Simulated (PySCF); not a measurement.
Compound: AsBH5P.
Structure used (PBE0-D3(BJ)/def2-SVP), in Å, numbered top down from 1:
```
atom  x, y, z in Å
P1    -1.7345    0.1383   -0.0301
B2     0.0020   -0.0190    0.6520
As3    1.4697   -1.0426   -0.2540
H4    -2.1550    1.3870    0.4979
H5    -1.5428    0.5125   -1.3864
H6     0.1616    0.2516    1.8185
H7     2.6057   -0.1409    0.1939
H8     1.3480   -0.4555   -1.6498
```

Computed, not measured: PBE0-D3(BJ)/def2-SVP geometry optimisation, gas phase (PySCF).

Masses are those of the commonest isotopes; rigid-rotor values at the optimised geometry. The values belong to one conformer with, in the numbering `[PH2:1][BH:2][AsH2:3]`, H–P1–B2–As3 -152° and -49°, P1–B2–As3–H 147° and 50°.

(1) Give the principal moments of inertia and the rotational constants in MHz.

(2) What kind of rotor is it?

(3) What does the inertial defect say?

(4) Which types of transition are allowed, and where do some lines up to J = 3 fall?

Results:

(1) Ia = 19.40, Ib = 286.05, Ic = 298.87 u·Å²; 505379 MHz·u·Å²/I gives A = 26045, B = 1767, C = 1691 MHz.

(2) A near-prolate asymmetric top. Ray's parameter κ = (2B − A − C)/(A − C) = -0.994; −1 is the prolate and +1 the oblate limit.

(3) Not planar: Δ = Ic − Ia − Ib = -6.58 u·Å². For a rigid frame Δ = −2 Σ m c², so Σ m c² = 3.29 u·Å² lies off the ab plane: 3.04 from hydrogen and 0.25 from heavier atoms. The atom farthest from that plane is 0.97 Å away.

(4) The dipole components are |μa| = 0.38 D, |μb| = 0.02 D, |μc| = 1.26 D. Intensities carry the squares of the components, which stand as 0.09 : 0.00 : 1.00 (a : b : c). Some lines, for components of 0.1 D or more:

| type | branch | J(Ka,Kc) | MHz | lower level (cm⁻¹) |
| --- | --- | --- | --- | --- |
| a | Q | 3(1,2) ← 3(1,3) | 455 | 1.496 |
| a | R | 1(0,1) ← 0(0,0) | 3458 | 0.000 |
| a | R | 2(1,2) ← 1(1,1) | 6840 | 0.925 |
| a | R | 2(0,2) ← 1(0,1) | 6915 | 0.115 |
| a | R | 2(1,1) ← 1(1,0) | 6991 | 0.928 |
| a | R | 3(1,3) ← 2(1,2) | 10259 | 1.153 |
| a | R | 3(0,3) ← 2(0,2) | 10372 | 0.346 |
| a | R | 3(2,2) ← 2(2,1) | 10373 | 3.590 |
| a | R | 3(2,1) ← 2(2,0) | 10374 | 3.590 |
| a | R | 3(1,2) ← 2(1,1) | 10487 | 1.161 |
| c | Q | 3(1,3) ← 3(0,3) | 24090 | 0.692 |
| c | Q | 2(1,2) ← 2(0,2) | 24203 | 0.346 |
| c | Q | 1(1,1) ← 1(0,1) | 24278 | 0.115 |
| c | R | 1(1,0) ← 0(0,0) | 27812 | 0.000 |
| c | R | 2(1,1) ← 1(0,1) | 31345 | 0.115 |
| c | R | 3(1,2) ← 2(0,2) | 34917 | 0.346 |
| c | Q | 3(2,2) ← 3(1,2) | 72721 | 1.511 |
| c | Q | 2(2,1) ← 2(1,1) | 72835 | 1.161 |
| c | R | 2(2,0) ← 1(1,0) | 79826 | 0.928 |
| c | R | 2(2,1) ← 1(1,1) | 79902 | 0.925 |
| c | R | 3(2,1) ← 2(1,1) | 83209 | 1.161 |
| c | R | 3(2,2) ← 2(1,2) | 83436 | 1.153 |
| c | Q | 3(3,1) ← 3(2,1) | 121580 | 3.936 |
| c | R | 3(3,0) ← 2(2,0) | 131954 | 3.590 |
| c | R | 3(3,1) ← 2(2,1) | 131954 | 3.590 |

PBE0-D3(BJ)/def2-SVP frequencies: not computed here. Constants of a rigid frame at the computed geometry: no zero-point averaging, no centrifugal distortion. Quadrupole hyperfine structure (11B, 75As) is left out.
